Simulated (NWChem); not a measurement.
System: CH2AlNO; SMILES O=C=[N][AlH2]

```xyz
6

Al     0.0000    -1.7441     0.0000
H      0.0004    -2.4754     1.4113
H      0.0004    -2.4754    -1.4113
N     -0.0016     0.0470     0.0000
C     -0.0005     1.2612     0.0000
O      0.0007     2.4434     0.0000
```
Atoms are numbered in this order, from 1.

Level: PBE-D3(BJ)/def2-SVP (NWChem), optimised geometry, unscaled harmonic frequencies. 

Q: List the harmonic frequencies with IR intensities, and the thermochemistry.

A: 
| frequency (cm⁻¹) | IR intensity (km/mol) |
|---|---|
| 93 | 0.2 |
| 120 | 0.2 |
| 542 | 89.8 |
| 557 | 53.7 |
| 589 | 28.7 |
| 597 | 235.6 |
| 612 | 14.6 |
| 766 | 310.3 |
| 1453 | 27.5 |
| 1913 | 104.0 |
| 1928 | 216.4 |
| 2374 | 1180.1 |

| Quantity | Result |
|---|---|
| zero-point energy | 16.5 kcal/mol |
| thermal correction to the enthalpy at 298.15 K (with zero-point energy) | 20.4 kcal/mol |
| heat capacity Cv | 16.1 cal/(mol K) |
| entropy at 298.15 K and 1 atm (symmetry number 2) | 70.3 cal/(mol K) |
| dipole moment | 1.76 D |

Rigid rotor and harmonic oscillator; modes under 100 cm⁻¹ make the entropy uncertain.
